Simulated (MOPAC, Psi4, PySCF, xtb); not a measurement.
Torsional profile of C8H8O, SMILES C=C/C=C\c1ccco1. Scanned: dihedral C3–C4–C5–O9; all other coordinates were relaxed at GFN2-xTB. Points at φ and −φ are mirror images. Heavy atoms are numbered in the order of the SMILES C=C/C=C\c1ccco1, hydrogens after them in the order of the atoms that carry them; the mirror image has the same energies with the sign of each dihedral reversed.

- AM1, restricted, heats of formation // GFN2-xTB (MOPAC)
- RKS-B3LYP/6-31G* = restricted B3LYP/6-31G*, spherical d, density fitting // GFN2-xTB (PySCF 2.14.0)
- GFN1-xTB // GFN2-xTB (xtb)
- PBE-D3(BJ)/def2-SVP // GFN2-xTB (Psi4)

Energies relative to the lowest point of each profile, in kcal/mol; the last columns give the difference from PBE-D3(BJ):

```json
[
 {"φ / °": "-150", "AM1": "0.2", "RKS-B3LYP/6-31G*": "1.7", "GFN1-xTB": "1.8", "PBE-D3(BJ)/def2-SVP": "2.2", "AM1 − PBE-D3(BJ)/def2-SVP": "-2.0", "RKS-B3LYP/6-31G* − PBE-D3(BJ)/def2-SVP": "-0.4", "GFN1-xTB − PBE-D3(BJ)/def2-SVP": "-0.4"},
 {"φ / °": "-120", "AM1": "1.8", "RKS-B3LYP/6-31G*": "4.6", "GFN1-xTB": "4.4", "PBE-D3(BJ)/def2-SVP": "5.5", "AM1 − PBE-D3(BJ)/def2-SVP": "-3.8", "RKS-B3LYP/6-31G* − PBE-D3(BJ)/def2-SVP": "-0.9", "GFN1-xTB − PBE-D3(BJ)/def2-SVP": "-1.1"},
 {"φ / °": "-90", "AM1": "2.7", "RKS-B3LYP/6-31G*": "7.1", "GFN1-xTB": "6.6", "PBE-D3(BJ)/def2-SVP": "8.4", "AM1 − PBE-D3(BJ)/def2-SVP": "-5.8", "RKS-B3LYP/6-31G* − PBE-D3(BJ)/def2-SVP": "-1.3", "GFN1-xTB − PBE-D3(BJ)/def2-SVP": "-1.8"},
 {"φ / °": "-60", "AM1": "1.7", "RKS-B3LYP/6-31G*": "5.2", "GFN1-xTB": "4.5", "PBE-D3(BJ)/def2-SVP": "6.2", "AM1 − PBE-D3(BJ)/def2-SVP": "-4.4", "RKS-B3LYP/6-31G* − PBE-D3(BJ)/def2-SVP": "-0.9", "GFN1-xTB − PBE-D3(BJ)/def2-SVP": "-1.7"},
 {"φ / °": "-30", "AM1": "0.5", "RKS-B3LYP/6-31G*": "1.6", "GFN1-xTB": "1.2", "PBE-D3(BJ)/def2-SVP": "1.8", "AM1 − PBE-D3(BJ)/def2-SVP": "-1.4", "RKS-B3LYP/6-31G* − PBE-D3(BJ)/def2-SVP": "-0.3", "GFN1-xTB − PBE-D3(BJ)/def2-SVP": "-0.6"},
 {"φ / °": "0", "AM1": "0.0", "RKS-B3LYP/6-31G*": "0.0", "GFN1-xTB": "0.0", "PBE-D3(BJ)/def2-SVP": "0.0", "AM1 − PBE-D3(BJ)/def2-SVP": "0.0", "RKS-B3LYP/6-31G* − PBE-D3(BJ)/def2-SVP": "0.0", "GFN1-xTB − PBE-D3(BJ)/def2-SVP": "0.0"},
 {"φ / °": "30", "AM1": "0.5", "RKS-B3LYP/6-31G*": "1.6", "GFN1-xTB": "1.2", "PBE-D3(BJ)/def2-SVP": "1.8", "AM1 − PBE-D3(BJ)/def2-SVP": "-1.4", "RKS-B3LYP/6-31G* − PBE-D3(BJ)/def2-SVP": "-0.3", "GFN1-xTB − PBE-D3(BJ)/def2-SVP": "-0.6"},
 {"φ / °": "60", "AM1": "1.7", "RKS-B3LYP/6-31G*": "5.2", "GFN1-xTB": "4.5", "PBE-D3(BJ)/def2-SVP": "6.2", "AM1 − PBE-D3(BJ)/def2-SVP": "-4.4", "RKS-B3LYP/6-31G* − PBE-D3(BJ)/def2-SVP": "-0.9", "GFN1-xTB − PBE-D3(BJ)/def2-SVP": "-1.7"},
 {"φ / °": "90", "AM1": "2.7", "RKS-B3LYP/6-31G*": "7.1", "GFN1-xTB": "6.6", "PBE-D3(BJ)/def2-SVP": "8.4", "AM1 − PBE-D3(BJ)/def2-SVP": "-5.8", "RKS-B3LYP/6-31G* − PBE-D3(BJ)/def2-SVP": "-1.3", "GFN1-xTB − PBE-D3(BJ)/def2-SVP": "-1.8"},
 {"φ / °": "120", "AM1": "1.8", "RKS-B3LYP/6-31G*": "4.6", "GFN1-xTB": "4.4", "PBE-D3(BJ)/def2-SVP": "5.5", "AM1 − PBE-D3(BJ)/def2-SVP": "-3.8", "RKS-B3LYP/6-31G* − PBE-D3(BJ)/def2-SVP": "-0.9", "GFN1-xTB − PBE-D3(BJ)/def2-SVP": "-1.1"},
 {"φ / °": "150", "AM1": "0.2", "RKS-B3LYP/6-31G*": "1.7", "GFN1-xTB": "1.8", "PBE-D3(BJ)/def2-SVP": "2.2", "AM1 − PBE-D3(BJ)/def2-SVP": "-2.0", "RKS-B3LYP/6-31G* − PBE-D3(BJ)/def2-SVP": "-0.4", "GFN1-xTB − PBE-D3(BJ)/def2-SVP": "-0.4"},
 {"φ / °": "180", "AM1": "0.6", "RKS-B3LYP/6-31G*": "1.5", "GFN1-xTB": "1.2", "PBE-D3(BJ)/def2-SVP": "1.5", "AM1 − PBE-D3(BJ)/def2-SVP": "-0.9", "RKS-B3LYP/6-31G* − PBE-D3(BJ)/def2-SVP": "0.0", "GFN1-xTB − PBE-D3(BJ)/def2-SVP": "-0.3"}
]
```

AM1 is furthest from PBE-D3(BJ)/def2-SVP at -90 (-5.8 kcal/mol, below); its mean absolute difference over the points is 3.0 kcal/mol.

RKS-B3LYP/6-31G* is furthest from PBE-D3(BJ)/def2-SVP at -90 (-1.3 kcal/mol, below); its mean absolute difference over the points is 0.6 kcal/mol.

GFN1-xTB is furthest from PBE-D3(BJ)/def2-SVP at -90 (-1.8 kcal/mol, below); its mean absolute difference over the points is 1.0 kcal/mol.
